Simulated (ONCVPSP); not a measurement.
## PBE ONCV dataset for platinum (Pt), fully relativistic all-electron reference.

Input for ONCVPSP 4.0.1:

```
# ATOM AND REFERENCE CONFIGURATION
# atsym  z   nc   nv     iexc    psfile
  Pt 78.00   10    4        4      upf
#
#   n    l    f
    1    0    2.00
    2    0    2.00
    2    1    6.00
    3    0    2.00
    3    1    6.00
    3    2   10.00
    4    0    2.00
    4    1    6.00
    4    2   10.00
    4    3   14.00
    5    0    2.00
    5    1    6.00
    5    2    9.00
    6    0    1.00
#
# PSEUDOPOTENTIAL AND OPTIMIZATION
# lmax
    2
#
#   l,   rc,      ep,       ncon, nbas, qcut
    0    1.70    0.00    4    7    7.50
    1    1.25    0.00    5    9    6.60
    2    1.55    0.00    5   10    6.90
#
# LOCAL POTENTIAL
# lloc, lpopt,  rc(5),   dvloc0
    4    5    1.25    4.00
#
# VANDERBILT-KLEINMAN-BYLANDER PROJECTORs
# l, nproj, debl
    0    2    0.90
    1    2    2.70
    2    3    0.90
#
# MODEL CORE CHARGE
# icmod, fcfact, rcfact
    3    5.25    1.05
#
# LOG DERIVATIVE ANALYSIS
# epsh1, epsh2, depsh
   -5.00    5.00    0.04
#
# OUTPUT GRID
# rlmax, drl
    6.00    0.01
#
# TEST CONFIGURATIONS
# ncnf
    4
# nvcnf
#   n    l    f
    4
    5    0    2.00
    5    1    6.00
    5    2    9.00
    6    0    0.00
#
    4
    5    0    2.00
    5    1    6.00
    5    2    8.00
    6    0    0.00
#
    4
    5    0    2.00
    5    1    6.00
    5    2    7.00
    6    0    0.00
#
    4
    5    0    2.00
    5    1    6.00
    5    2    8.00
    6    0    2.00
#
```

Command:

```bash
oncvpspr.x < Pt.dat > Pt.out
```

Resulting log (shortened: citation, most of the input echo, consistency checks and plot data are left out):

```
ONCVPSP  (Optimized Norm-Conservinng Vanderbilt PSeudopotential)
relativistic version 4.0.1

#   n    l    f        energy (Ha)
    1    0    2.00    -2.8780101D+03
    2    0    2.00    -5.0518419D+02
    2    1    6.00    -4.2056515D+02    -4.8411336D+02
    3    0    2.00    -1.1865180D+02
    3    1    6.00    -9.5241295D+01    -1.0921099D+02
    3    2   10.00    -7.6544008D+01    -7.9554304D+01
    4    0    2.00    -2.5495715D+01
    4    1    6.00    -1.8166001D+01    -2.1492751D+01
    4    2   10.00    -1.1000408D+01    -1.1618931D+01
    4    3   14.00    -2.5120846D+00    -2.6389997D+00
    5    0    2.00    -3.7329510D+00
    5    1    6.00    -1.9099570D+00    -2.4583127D+00
    5    2    9.00    -2.0757755D-01    -2.5637747D-01
    6    0    1.00    -2.0857177D-01

Reference configufation results
  iterations    27
  all-electron total energy (Ha)   -1.84467584D+04

Begin loop to  construct optimized pseudo wave functions
and semi-local pseudopoentials for all angular momenta

Calculating optimized projector #   1

 for l=   0

    Fraction of norm inside rc  0.979012
    Optimizing pswf for qcut=   7.50 a_B^-1,  ecut=  28.11 Ha
    Residual kinetic energy error=  2.14D-06 Ha

    Energy error per electron        Cutoff
         Ha          eV             Ha
         0.01000     0.27211       14.14
         0.00100     0.02721       19.41
         0.00010     0.00272       23.15
         0.00001     0.00027       26.12

Calculating optimized projector #   2

 for l=   0

    Fraction of norm inside rc  0.092154
    Optimizing pswf for qcut=   7.50 a_B^-1,  ecut=  28.11 Ha
    Residual kinetic energy error=  7.59D-06 Ha

    Energy error per electron        Cutoff
         Ha          eV             Ha
         0.01000     0.27211       11.34
         0.00100     0.02721       19.08
         0.00010     0.00272       23.80
         0.00001     0.00027       27.64

   Wellstate for l =  1  n =  6 kap= -2
     eigenvalue =   0.7900
     asymptotic potential =   1.2900
     half-point radius =  2.4703

Calculating optimized projector #   1

 for l=   1

    Fraction of norm inside rc  0.662425
    Optimizing pswf for qcut=   6.60 a_B^-1,  ecut=  21.80 Ha
    Residual kinetic energy error=  1.76D-02 Ha

    Energy error per electron        Cutoff
         Ha          eV             Ha
         0.01000     0.27211       27.13
         0.00100     0.02721      140.65
         0.00010     0.00272      167.36
         0.00001     0.00027      184.11

Calculating optimized projector #   2

 for l=   1

    Fraction of norm inside rc  0.095965
    Optimizing pswf for qcut=   6.60 a_B^-1,  ecut=  21.80 Ha
    Residual kinetic energy error=  7.01D-03 Ha

    Energy error per electron        Cutoff
         Ha          eV             Ha
         0.01000     0.27211       19.63
         0.00100     0.02721       47.36
         0.00010     0.00272      134.81
         0.00001     0.00027      212.41

   Wellstate for l =  1  n =  6 kap=  1
     eigenvalue =   0.2417

Calculating optimized projector #   1

 for l=   1

    Fraction of norm inside rc  0.761243
    Optimizing pswf for qcut=   6.60 a_B^-1,  ecut=  21.80 Ha
    Residual kinetic energy error=  1.66D-02 Ha

    Energy error per electron        Cutoff
         Ha          eV             Ha
         0.01000     0.27211       28.01
         0.00100     0.02721      145.13
         0.00010     0.00272      170.12
         0.00001     0.00027      186.70

Calculating optimized projector #   2

 for l=   1

    Fraction of norm inside rc  0.090307
    Optimizing pswf for qcut=   6.60 a_B^-1,  ecut=  21.80 Ha
    Residual kinetic energy error=  6.47D-03 Ha

    Energy error per electron        Cutoff
         Ha          eV             Ha
         0.01000     0.27211       14.38
         0.00100     0.02721       48.03
         0.00010     0.00272      120.55
         0.00001     0.00027      195.24

   Wellstate for l =  2  n =  6 kap= -3
     eigenvalue =   0.6924
     asymptotic potential =   1.1924
     half-point radius =  4.2588

   Wellstate for l =  2  n =  7 kap= -3
     eigenvalue =   1.5924
     asymptotic potential =   2.0924
     half-point radius =  4.5230

Calculating optimized projector #   1

 for l=   2

    Fraction of norm inside rc  0.490589
    Optimizing pswf for qcut=   6.91 a_B^-1,  ecut=  23.88 Ha
    Residual kinetic energy error=  2.30D-05 Ha

    Energy error per electron        Cutoff
         Ha          eV             Ha
         0.01000     0.27211       14.25
         0.00100     0.02721       18.37
         0.00010     0.00272       21.62
         0.00001     0.00027       40.76

Calculating optimized projector #   2

 for l=   2

    Fraction of norm inside rc  0.122847
    Optimizing pswf for qcut=   6.91 a_B^-1,  ecut=  23.88 Ha
    Residual kinetic energy error=  1.08D-05 Ha

    Energy error per electron        Cutoff
         Ha          eV             Ha
         0.01000     0.27211       12.94
         0.00100     0.02721       17.24
         0.00010     0.00272       20.80
         0.00001     0.00027       24.15

Calculating optimized projector #   3

 for l=   2

    Fraction of norm inside rc  0.077276
    Optimizing pswf for qcut=   6.91 a_B^-1,  ecut=  23.88 Ha
    Residual kinetic energy error=  1.59D-05 Ha

    Energy error per electron        Cutoff
         Ha          eV             Ha
         0.01000     0.27211       13.33
         0.00100     0.02721       17.73
         0.00010     0.00272       21.22
         0.00001     0.00027       25.80

   Wellstate for l =  2  n =  6 kap=  2
     eigenvalue =   0.6436

   Wellstate for l =  2  n =  7 kap=  2
     eigenvalue =   1.5763

Calculating optimized projector #   1

 for l=   2

    Fraction of norm inside rc  0.534808
    Optimizing pswf for qcut=   6.91 a_B^-1,  ecut=  23.88 Ha
    Residual kinetic energy error=  4.47D-05 Ha

    Energy error per electron        Cutoff
         Ha          eV             Ha
         0.01000     0.27211       15.15
         0.00100     0.02721       19.33
         0.00010     0.00272       22.73
         0.00001     0.00027       34.11

Calculating optimized projector #   2

 for l=   2

    Fraction of norm inside rc  0.117054
    Optimizing pswf for qcut=   6.91 a_B^-1,  ecut=  23.88 Ha
    Residual kinetic energy error=  2.27D-05 Ha

    Energy error per electron        Cutoff
         Ha          eV             Ha
         0.01000     0.27211       13.55
         0.00100     0.02721       18.21
         0.00010     0.00272       21.71
         0.00001     0.00027       26.85

Calculating optimized projector #   3

 for l=   2

    Fraction of norm inside rc  0.074743
    Optimizing pswf for qcut=   6.91 a_B^-1,  ecut=  23.88 Ha
    Residual kinetic energy error=  3.21D-05 Ha

    Energy error per electron        Cutoff
         Ha          eV             Ha
         0.01000     0.27211       13.98
         0.00100     0.02721       18.62
         0.00010     0.00272       22.17
         0.00001     0.00027       27.36

Construct Vanderbilt / Kleinmman-Bylander projectors

B matrix Hermiticity error, ll=  0  kap= -1
   1   2    5.7338D-04

  Orthonormal projector coefficients  8.8686E+00  1.0421E+00

B matrix Hermiticity error, ll=  1  kap= -2
   1   2    5.7225D-04

  Orthonormal projector coefficients -2.5609E+02  7.1682E+00

B matrix Hermiticity error, ll=  1  kap=  1
   1   2    7.3826D-04

  Orthonormal projector coefficients  7.1506E+00 -5.2004E+00

B matrix Hermiticity error, ll=  2  kap= -3
   1   2    1.0251D-04
   1   3   -1.8671D-04
   2   3    5.5557D-05

  Orthonormal projector coefficients  3.6808E+01  2.1362E+00  2.7049E-01

B matrix Hermiticity error, ll=  2  kap=  2
   1   2    1.1076D-04
   1   3   -1.9965D-04
   2   3    5.5270D-05

  Orthonormal projector coefficients  9.1844E+00  1.8278E+00  1.8587E-01

 Orthonormal scalar projector coefficients, l =  1
 -1.7195E+02  6.7603E+00 -2.3448E-01  1.2723E-01

 Orthonormal spin-orbit projector coefficients, l =  1
 -1.6833E+02  1.6781E+00 -1.0627E+00  4.6212E-01

 Orthonormal scalar projector coefficients, l =  2
  2.4962E+01  2.1561E+00  6.7000E-01  2.0966E-01  8.8587E-03  9.3262E-04

 Orthonormal spin-orbit projector coefficients, l =  2
  1.2135E+01 -1.0243E+00  1.3459E-01 -6.5303E-02  3.1750E-02 -5.3355E-03

Model core correction analysis
  based on d2Exc/dn_idn_j

d2excae - all-electron derivatives

   -2.457542D-02   -2.055810D-02   -9.406336D-03   -1.311932D-03
   -2.055815D-02   -1.937141D-02   -1.132436D-02   -1.777557D-03
   -9.406386D-03   -1.132439D-02   -1.243854D-02   -7.879755D-03
   -1.311927D-03   -1.777496D-03   -7.879287D-03   -1.901047D-02

d2excps - pseudofunction derivatives with no core correction

   -5.349271D-02   -3.343906D-02   -1.400945D-02   -3.451926D-03
   -3.344056D-02   -3.087453D-02   -1.701880D-02   -2.753169D-03
   -1.400957D-02   -1.701897D-02   -1.754952D-02   -1.061486D-02
   -3.453521D-03   -2.752957D-03   -1.061377D-02   -2.477982D-02

rms 2nd derivative error    9.660083E-03

rmatch, rhocmatch    0.8213   17.1241

Teter function model core charge with specified parameters

d2excps - pseudofunction derivatives with core correction

   -3.434193D-02   -2.790721D-02   -1.284916D-02   -1.941035D-03
   -2.790726D-02   -2.851022D-02   -1.653316D-02   -2.321613D-03
   -1.284931D-02   -1.653332D-02   -1.749746D-02   -1.051785D-02
   -1.941010D-03   -2.321374D-03   -1.051675D-02   -2.466134D-02

rms 2nd derivative error    5.230421E-03

Pseudoatom total energy -120.760960

Diagnostic tests using Vanderbilt-Kleinman-Bylander pseudopotentials
  relativistic with J = L +/- 1/2 projectors

   l  kap   rcore       rmatch      e in        delta e    norm test   slope test

   0  -1   1.7039590   1.7556949  -3.7329510   0.0000080   1.0002393   1.0002154
   0  -1   1.7039590   1.7556949  -0.2085718   0.0000037   1.0000448   1.0000320

   1  -2   1.2559204   1.2940529  -1.9099570   0.0000705   1.0001193   1.0002437
   1   1   1.2559204   1.2940529  -2.4583127  -0.0000166   1.0002603   1.0002651
   1  -2   1.2559204   1.2940529   0.7900430   0.0003936   1.0006822   1.0006822
   1   1   1.2559204   1.2940529   0.6647656  -0.0000154   1.0005615   1.0005615

   2  -3   1.5577201   1.6050159  -0.2075775  -0.0000047   1.0000957   1.0001457
   2   2   1.5577201   1.6050159  -0.2563775   0.0000165   1.0001120   1.0000993
   2  -3   1.5577201   1.6050159   0.6924225   0.0000107   1.0002666   1.0002666
   2   2   1.5577201   1.6050159   0.6762783   0.0000151   1.0002764   1.0002764
   2  -3   1.5577201   1.6050159   1.5924225   0.0000146   1.0003599   1.0003599
   2   2   1.5577201   1.6050159   1.5786049   0.0000221   1.0003688   1.0003688

Diagnostic tests using Vanderbilt-Kleinman-Bylander pseudopotentials
  relativistic with scalar and spin-orbit non-local projectors

   l  kap   rcore       rmatch      e in        delta e    norm test   slope test

   0  -1   1.7039590   1.7556949  -3.7329510   0.0000080   1.0002393   1.0002154
   0  -1   1.7039590   1.7556949  -0.2085718   0.0000037   1.0000448   1.0000320

   1  -2   1.2559204   1.2940529  -1.9099570  -0.0195688   1.0024172   0.9892431
   1   1   1.2559204   1.2940529  -2.4583127  -0.0239393   1.0036425   0.9935933
   1  -2   1.2559204   1.2940529   0.7900430  -0.0402231   1.0023478   1.0023478
   1   1   1.2559204   1.2940529   0.6647656  -0.0404197   1.0002929   1.0002929

   2  -3   1.5577201   1.6050159  -0.2075775  -0.0002821   1.0000743   0.9990300
   2   2   1.5577201   1.6050159  -0.2563775  -0.0003073   1.0001316   0.9991434
   2  -3   1.5577201   1.6050159   0.6924225  -0.0008229   1.0004578   1.0004578
   2   2   1.5577201   1.6050159   0.6762783  -0.0008971   1.0004834   1.0004834
   2  -3   1.5577201   1.6050159   1.5924225  -0.0011855   1.0005654   1.0005654
   2   2   1.5577201   1.6050159   1.5786049  -0.0012768   1.0005768   1.0005768

Ghost test for J = L + 1/2

 Testing for bound ghosts
   n   l    E NL Schr. Eq   E Basis Diag.   E Cutoff

   1   0       -3.732943       -3.732937     65.92
   2   0       -0.208568       -0.173055     65.92

       1                     -139.400374    250.81  WARNING - GHOST(-)
   2   1       -1.909886       -1.909562    250.81

   3   2       -0.207582       -0.199888    279.09

 Testing for highly-localized positive-energy ghosts
       l    <radius>/rc     E Basis Diag.   E Cutoff

       1        0.943944       83.040681    250.81  WARNING - GHOST(+)

Ghost test for J = L - 1/2

 Testing for bound ghosts
   n   l    E NL Schr. Eq   E Basis Diag.   E Cutoff

   1   0       -3.732943       -3.732937     65.92
   2   0       -0.208568       -0.173055     65.92

   2   1       -2.458329       -2.458250    250.81

   3   2       -0.256361       -0.250890    279.09

 Testing for highly-localized positive-energy ghosts
       l    <radius>/rc     E Basis Diag.   E Cutoff

Test configuration 0

   n   l kap    f        eae           eps        diff
   1   0  -1  2.0000-2878.01010475
   2   0  -1  2.0000 -505.18419185
   2   1  -2  4.0000 -420.56515212
   2   1   1  2.0000 -484.11336176
   3   0  -1  2.0000 -118.65180412
   3   1  -2  4.0000  -95.24129548
   3   1   1  2.0000 -109.21098951
   3   2  -3  6.0000  -76.54400808
   3   2   2  4.0000  -79.55430411
   4   0  -1  2.0000  -25.49571485
   4   1  -2  4.0000  -18.16600134
   4   1   1  2.0000  -21.49275051
   4   2  -3  6.0000  -11.00040751
   4   2   2  4.0000  -11.61893145
   4   3  -4  8.0000   -2.51208455
   4   3   3  6.0000   -2.63899972
   5   0  -1  2.0000   -3.73295102   -3.73294302    8.00E-06
   5   1  -2  4.0000   -1.90995697   -1.90988645    7.05E-05
   5   1   1  2.0000   -2.45831273   -2.45832933   -1.66E-05
   5   2  -3  5.4000   -0.20757755   -0.20758225   -4.70E-06
   5   2   2  3.6000   -0.25637747   -0.25636100    1.65E-05
   6   0  -1  1.0000   -0.20857177   -0.20856805    3.72E-06

    Total energies and differences
      AE_ref= -1.84467584E+04  AE_tst= -1.84467584E+04  dif=  0.00E+00
      PS_ref= -1.20760960E+02  PS_tst= -1.20760960E+02  dif= -8.53E-14
      PSP excitation error=  8.53E-14

Test configuration 1

   n   l kap    f        eae           eps        diff
   1   0  -1  2.0000-2878.31294203
   2   0  -1  2.0000 -505.48371486
   2   1  -2  4.0000 -420.86468537
   2   1   1  2.0000 -484.41313416
   3   0  -1  2.0000 -118.95188399
   3   1  -2  4.0000  -95.54139128
   3   1   1  2.0000 -109.51104886
   3   2  -3  6.0000  -76.84384517
   3   2   2  4.0000  -79.85411316
   4   0  -1  2.0000  -25.79622712
   4   1  -2  4.0000  -18.46648353
   4   1   1  2.0000  -21.79324388
   4   2  -3  6.0000  -11.30077921
   4   2   2  4.0000  -11.91931268
   4   3  -4  8.0000   -2.81254350
   4   3   3  6.0000   -2.93944802
   5   0  -1  2.0000   -4.03504584   -4.03679391   -1.75E-03
   5   1  -2  4.0000   -2.21429949   -2.21452604   -2.27E-04
   5   1   1  2.0000   -2.76147868   -2.76216774   -6.89E-04
   5   2  -3  5.4000   -0.50642616   -0.50634204    8.41E-05
   5   2   2  3.6000   -0.55680509   -0.55672129    8.38E-05
   6   0  -1  0.0000   -0.47366601   -0.47366601    0.00E+00

    Total energies and differences
      AE_ref= -1.84467584E+04  AE_tst= -1.84464199E+04  dif=  3.38E-01
      PS_ref= -1.20760960E+02  PS_tst= -1.20422416E+02  dif=  3.39E-01
      PSP excitation error= -6.34E-05

Test configuration 2

   n   l kap    f        eae           eps        diff
   1   0  -1  2.0000-2878.78418673
   2   0  -1  2.0000 -505.95639494
   2   1  -2  4.0000 -421.33735459
   2   1   1  2.0000 -484.88571857
   3   0  -1  2.0000 -119.42355421
   3   1  -2  4.0000  -96.01303534
   3   1   1  2.0000 -109.98276750
   3   2  -3  6.0000  -77.31572666
   3   2   2  4.0000  -80.32603228
   4   0  -1  2.0000  -26.26735937
   4   1  -2  4.0000  -18.93759405
   4   1   1  2.0000  -22.26438267
   4   2  -3  6.0000  -11.77191248
   4   2   2  4.0000  -12.39045698
   4   3  -4  8.0000   -3.28330007
   4   3   3  6.0000   -3.41024482
   5   0  -1  2.0000   -4.50145685   -4.50321204   -1.76E-03
   5   1  -2  4.0000   -2.67281215   -2.67312840   -3.16E-04
   5   1   1  2.0000   -3.22458336   -3.22533306   -7.50E-04
   5   2  -3  4.8000   -0.92894880   -0.92888583    6.30E-05
   5   2   2  3.2000   -0.98423693   -0.98418240    5.45E-05
   6   0  -1  0.0000   -0.81326388   -0.81326388    0.00E+00

    Total energies and differences
      AE_ref= -1.84467584E+04  AE_tst= -1.84456856E+04  dif=  1.07E+00
      PS_ref= -1.20760960E+02  PS_tst= -1.19688185E+02  dif=  1.07E+00
      PSP excitation error=  1.65E-05

Test configuration 3

   n   l kap    f        eae           eps        diff
   1   0  -1  2.0000-2879.31964733
   2   0  -1  2.0000 -506.49382027
   2   1  -2  4.0000 -421.87479925
   2   1   1  2.0000 -485.42309171
   3   0  -1  2.0000 -119.95852781
   3   1  -2  4.0000  -96.54794830
   3   1   1  2.0000 -110.51787321
   3   2  -3  6.0000  -77.85113038
   3   2   2  4.0000  -80.86152444
   4   0  -1  2.0000  -26.80082175
   4   1  -2  4.0000  -19.47092721
   4   1   1  2.0000  -22.79784893
   4   2  -3  6.0000  -12.30520271
   4   2   2  4.0000  -12.92380040
   4   3  -4  8.0000   -3.81572968
   4   3   3  6.0000   -3.94276381
   5   0  -1  2.0000   -5.02505135   -5.02742871   -2.38E-03
   5   1  -2  4.0000   -3.18447214   -3.18510432   -6.32E-04
   5   1   1  2.0000   -3.74307763   -3.74415591   -1.08E-03
   5   2  -3  4.2000   -1.39966246   -1.39973962   -7.72E-05
   5   2   2  2.8000   -1.46005500   -1.46015789   -1.03E-04
   6   0  -1  0.0000   -1.18859815   -1.18859815    0.00E+00

    Total energies and differences
      AE_ref= -1.84467584E+04  AE_tst= -1.84445017E+04  dif=  2.26E+00
      PS_ref= -1.20760960E+02  PS_tst= -1.18504340E+02  dif=  2.26E+00
      PSP excitation error=  1.54E-05

Test configuration 4

   n   l kap    f        eae           eps        diff
   1   0  -1  2.0000-2878.11095518
   2   0  -1  2.0000 -505.28996998
   2   1  -2  4.0000 -420.67090049
   2   1   1  2.0000 -484.21875275
   3   0  -1  2.0000 -118.75661072
   3   1  -2  4.0000  -95.34607465
   3   1   1  2.0000 -109.31582972
   3   2  -3  6.0000  -76.64919613
   3   2   2  4.0000  -79.65953796
   4   0  -1  2.0000  -25.59992541
   4   1  -2  4.0000  -18.27027007
   4   1   1  2.0000  -21.59699001
   4   2  -3  6.0000  -11.10484847
   4   2   2  4.0000  -11.72335502
   4   3  -4  8.0000   -2.61628346
   4   3   3  6.0000   -2.74322629
   5   0  -1  2.0000   -3.83324797   -3.83112246    2.13E-03
   5   1  -2  4.0000   -2.00274937   -2.00247950    2.70E-04
   5   1   1  2.0000   -2.55536205   -2.55469743    6.65E-04
   5   2  -3  4.8000   -0.27577206   -0.27601337   -2.41E-04
   5   2   2  3.2000   -0.32773778   -0.32793489   -1.97E-04
   6   0  -1  2.0000   -0.23929863   -0.23913284    1.66E-04

    Total energies and differences
      AE_ref= -1.84467584E+04  AE_tst= -1.84467209E+04  dif=  3.75E-02
      PS_ref= -1.20760960E+02  PS_tst= -1.20723317E+02  dif=  3.76E-02
      PSP excitation error= -1.81E-04
```

Note: ghosts flagged at negative energy: p3/2 at -3793.3 eV; GHOST(+) flags only above 600 eV. A true bound ghost makes a file unfit for plane-wave use.

The run took about 8.4 s on one core of a shared server CPU.
